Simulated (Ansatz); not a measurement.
NaPt₃⁺. Charge 1, multiplicity 1. Geometry PBE0-D4/def2-SVP; atoms count from 1.

Cartesian coordinates in Å:
```
Na -0.318 -1.007 -1.564
Pt 1.900 0.818 -0.378
Pt 0.357 0.082 1.267
Pt -1.940 0.107 0.675
```

In the def2 sets Pt takes a core potential; there is no spin–orbit coupling. The restricted singlet is unstable towards broken spin symmetry in Hartree–Fock (as tested in another run); at PBE0-D4/def2-TZVP this wasn't settled. No other spin state of charge 1 was run. Another isomer (singlet) lies 2.02 eV lower at PBE0-D4/def2-TZVP; other spin states weren't run for this one.

Question: Estimate the Mulliken populations from the PBE0/def2-TZVP orbitals of Ansatz.

Answer: 
```json
{"atom": "Na1", "charge (e)": "0.51", "d electrons": "–"}
{"atom": "Pt2", "charge (e)": "0.26", "d electrons": "9.02"}
{"atom": "Pt3", "charge (e)": "0.01", "d electrons": "8.71"}
{"atom": "Pt4", "charge (e)": "0.22", "d electrons": "9.03"}
```
Mulliken values and Mayer orders depend strongly on the basis.

Question: And the Mayer bond orders between bonded heavy atoms (over 0.3)?

Answer: Na1–Pt3 0.38 (3.11 Å); Pt2–Pt3 1.30 (2.37 Å); Pt3–Pt4 1.30 (2.37 Å). Values over 0.3 also appear between atoms too far apart for a bond (Pt2–Pt4 0.42 at 4.04 Å); they arise where an orbital or an unpaired electron spreads over both atoms.
